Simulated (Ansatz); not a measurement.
CH6ClFSi3, SMILES F[Si@]1(Cl)C[SiH2][SiH2]1.

The structure is a stationary point at PBE-D3(BJ)/def2-SVP. The structure was generated by enumeration; whether it is a known compound was not checked.

Two levels are set side by side: PBE/def2-SVPD (Ansatz, a quantum-chemistry and plane-wave program) and CAM-B3LYP/def2-SVPD (Ansatz). Energy differences of separate SCF runs at the same geometry; the states with an electron removed or added have multiplicity 2 and 2. Differences are taken from unrounded values.

```csv
quantity,PBE
vertical ionisation energy (eV),9.19
vertical singlet–triplet gap (eV),4.32
```

Question: These are the PBE values. What does CAM-B3LYP give? (The exact figures need the calculation; the answer reports its results.)

Answer: 
```json
[
 {"quantity": "vertical ionisation energy (eV)", "CAM-B3LYP": "9.57", "PBE minus CAM-B3LYP": "-0.38"},
 {"quantity": "vertical singlet–triplet gap (eV)", "CAM-B3LYP": "4.85", "PBE minus CAM-B3LYP": "-0.53"}
]
```
